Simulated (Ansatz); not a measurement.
A nudged elastic band was laid between two geometries of CH₅BOSi (9 atoms, charge 0, multiplicity 1).

All numbers below come from RKS BLYP-D4/cc-pVDZ in Ansatz.

```yaml
movable_images: 7
climbing_image: yes
spring: 5.0 eV/Å²
optimiser: quadratic models (default)
start_path: through a guess of the saddle point
force_threshold: 0.03 eV/Å
iteration_limit: 60
end_points: relaxed
```

First end point:

```xyz
9
Properties=species:S:1:pos:R:3
B -0.416 1.750 -0.112
Si 0.525 0.141 0.515
C -0.016 -1.482 -0.320
O -0.432 -1.256 1.039
H -1.605 1.677 -0.321
H 0.182 2.770 -0.369
H 1.916 0.108 1.077
H -0.832 -1.499 -1.068
H 0.765 -2.255 -0.458
```

Last end point:

```xyz
9
Properties=species:S:1:pos:R:3
B -0.416 1.752 -0.111
Si 0.525 0.141 0.509
C -0.014 -1.485 -0.321
O -0.435 -1.253 1.035
H 0.178 2.778 -0.356
H -1.604 1.676 -0.327
H 1.913 0.108 1.078
H -0.826 -1.502 -1.073
H 0.767 -2.260 -0.452
```

Question: Which bonds break or form, and what moves?

Answer: No bond is made or broken. The dihedral H5–B1–Si2–O4 goes from -11 to 173°. The two ends are copies of one structure, up to a mirror image or an exchange of like atoms.

Question: What energy profile does the band end with?

Answer: The forces met the threshold. The highest image is number 5 of 0 to 8, 24.3 kJ/mol above the ends, which have the same energy within 2 meV. A vibrational analysis at the climbing image gives one clearly imaginary mode, 232i cm⁻¹: a first-order saddle point.

| image | path coordinate (Å) | energy (kJ/mol) | dihedral H5–B1–Si2–O4 (°) |
| --- | --- | --- | --- |
| 0 | 0.00 | 0.0 | -11 |
| 1 | 0.50 | 2.8 | -32 |
| 2 | 1.00 | 9.3 | -53 |
| 3 | 1.50 | 15.9 | -74 |
| 4 | 1.99 | 21.6 | -95 |
| 5 | 2.49 | 24.3 | -116 |
| 6 | 3.15 | 18.7 | -143 |
| 7 | 3.81 | 6.5 | -165 |
| 8 | 4.48 | 0.0 | 173 |

Question: What is the geometry of the highest image?

Answer: 
```xyz
9
Properties=species:S:1:pos:R:3
B -0.379 1.809 -0.144
Si 0.553 0.083 0.334
C 0.014 -1.565 -0.319
O -0.542 -1.111 0.998
H -0.449 2.221 -1.280
H -0.917 2.452 0.731
H 1.901 0.177 1.005
H -0.752 -1.652 -1.112
H 0.659 -2.461 -0.230
```

Question: What are the harmonic wavenumbers there?

Answer: 232i, 154, 178, 509, 557, 633, 656, 692, 708, 796, 890, 941, 1056, 1063, 1131, 1398, 2110, 2528, 2615, 2970, 3048 cm⁻¹.

The band took 27 iterations and of the order of 15 core-minutes.

Time of the run: 15 min on 1 thread of Intel(R) Xeon(R) Processor @ 2.50GHz (Skylake/Cascade Lake) (shared host), peak memory 0.13 GiB.
